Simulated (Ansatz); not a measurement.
Cartesian coordinates in Å:
```
F -0.515 -1.321 2.120
Si -1.090 -0.525 0.868
Cl -2.745 -1.557 0.268
N 0.013 -0.443 -0.416
Si 1.193 0.792 -0.727
H -1.447 0.822 1.339
H 0.017 -1.238 -1.042
H 2.578 0.265 -0.615
H 1.019 1.358 -2.089
H 0.976 1.846 0.294
```

Charge 0, multiplicity 1.

(1) List the PBE/def2-TZVPP orbital energies in eV (the Gaussian-basis code of Ansatz). (Estimate.)

Answers

(1) Ansatz gave: Occupied: -2739.10, -1781.50, -1780.15, -659.98, -380.66, -249.69, -190.37, -190.22, -190.22, -139.02, -137.86, -95.81, -95.76, -95.71, -94.62, -94.58, -94.57, -29.74, -21.71, -20.64, -14.03, -13.77, -11.99, -11.15, -10.94, -10.51, -9.59, -9.07, -8.98, -8.60, -8.19, -8.03, -6.89. Lowest empty: -0.87, -0.10, 0.19, 0.37, 0.71, 0.90, 1.19, 1.55.
